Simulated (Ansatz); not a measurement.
One change: `C=[CH][SnH2][F]` becomes `C=[CH][SnH2][Br]`.

Ansatz, PBE0-D4/def2-TZVP geometries, multiplicity 1. Each molecule was computed in one conformer, which needn't be the lowest.

Elements past krypton have def2 core potentials. Scalar relativity is left out up to krypton.

| property | `C=[CH][SnH2][F]` |
| --- | --- |
| HOMO energy (PBE/def2-TZVPP) / eV | -7.30 |
| HOMO energy (ωB97M-V/def2-TZVPP) / eV | -10.74 |
| LUMO energy (PBE/def2-TZVPP) / eV | -1.99 |
| HOMO–LUMO gap (ωB97M-V/def2-TZVPP) / eV | 11.52 |
| zero-point energy (PBE0-D4/def2-TZVP) / kJ/mol | 150.7 |
| HOMO–LUMO gap (PBE/def2-TZVPP) / eV | 5.31 |

(1) Give the same properties after the change, and the shifts. (Best estimate.)

Answers

(1) Computed: 
| property | `C=[CH][SnH2][Br]` | shift |
| --- | --- | --- |
| HOMO energy (PBE/def2-TZVPP) / eV | -6.80 | 0.50 |
| HOMO energy (ωB97M-V/def2-TZVPP) / eV | -10.25 | 0.49 |
| LUMO energy (PBE/def2-TZVPP) / eV | -1.66 | 0.33 |
| HOMO–LUMO gap (ωB97M-V/def2-TZVPP) / eV | 11.10 | -0.42 |
| zero-point energy (PBE0-D4/def2-TZVP) / kJ/mol | 148.1 | -2.6 |
| HOMO–LUMO gap (PBE/def2-TZVPP) / eV | 5.14 | -0.17 |

With PBE0 the HOMO rises by 0.44 eV and the LUMO rises by 0.24 eV, so the gap narrows by about 0.20 eV. PBE moves the HOMO by 0.50 eV and ωB97M-V by 0.49 eV.

Spin–orbit coupling is left out; it splits and shifts lone-pair levels of the heavy atoms by tenths of an eV.
